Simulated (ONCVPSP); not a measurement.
Before and after: ONCV potential for Be

```json
{
 "Element": "Be",
 "Generator": "ONCVPSP 4.0.1",
 "Type": "optimised norm-conserving Vanderbilt (ONCV)",
 "Functional": "PBE",
 "Relativity": "scalar-relativistic",
 "Frozen core": "none",
 "Valence charge": "4",
 "Reference configuration": "1s2 2s2",
 "Partial waves": "1s+2s: rc 0.65 bohr, ncon 5, nbas 9, qcut 19.8 1/bohr, 3 projectors, debl 1.9 Ha; p scattering state at 0.06 Ha: rc 0.50 bohr, ncon 4, nbas 7, qcut 19.7 1/bohr, 2 projectors, debl 1.3 Ha; d scattering state at 0.02 Ha: rc 0.50 bohr, ncon 3, nbas 7, qcut 16.2 1/bohr, 2 projectors, debl 0.8 Ha",
 "Local potential": "polynomial inside 0.40 bohr (lpopt 2, dvloc0 -1 Ha)",
 "Core correction": "none"
}
```

All-electron outer shells of the reference configuration (PBE, scalar-relativistic, ld1.x):

| shell | level (eV) | outermost node (bohr) | outermost maximum (bohr) |
| --- | --- | --- | --- |
| 1s | -106.21 | – | 0.27 |
| 2s | -5.61 | 0.59 | 2.04 |

Change: s: qcut 16.3.

Cutoffs: the cutoffs (Ha) at which the residual kinetic energy of the hardest occupied pseudo-wave falls to 1 and 0.1 mHa per electron; they do not see the model core or the augmentation charge, which bear on the density cutoff. Errors are all-electron minus pseudo energies relative to the spin-unpolarised reference configuration.

**Question.** Predict the effect on cutoff, ghosts and configuration errors.

**Answer.** The potential gets neither clearly harder nor softer (142 Ha and 167 Ha → 118 Ha and 205 Ha); of the 4 tests that both files solve, the error grows in 2 and shrinks in 0 by more than 15 % and 0.3 meV (median size 0.5 → 1.0 meV); neither file shows a bound ghost.

```tsv
quantity	base	changed
cutoff, loose	142 Ha	118 Ha
cutoff, tight	167 Ha	205 Ha
bound ghosts	none	none
GHOST(+) flags under 300 eV	d at 37.2 eV	d at 37.2 eV
error for 1s2 2s1, meV [ΔE 9.55 eV]	0.0	+0.2
error for 1s2 2s0, meV [ΔE 27.50 eV]	+1.0	+1.8
error for 1s2 2s1.5, meV [ΔE 3.76 eV]	-0.1	0.0
error for 1s1 2s2, meV [ΔE 128.28 eV]	+356	+484
s: phases at 0.66 bohr within 0.05 rad from the reference energy up to (Ha; the scan ends near 5)	to the end of the scan	to the end of the scan
p: phases at 0.51 bohr within 0.05 rad from the reference energy up to (Ha; the scan ends near 5)	to the end of the scan	to the end of the scan
d: phases at 0.51 bohr within 0.05 rad from the reference energy up to (Ha; the scan ends near 5)	to the end of the scan	to the end of the scan
```
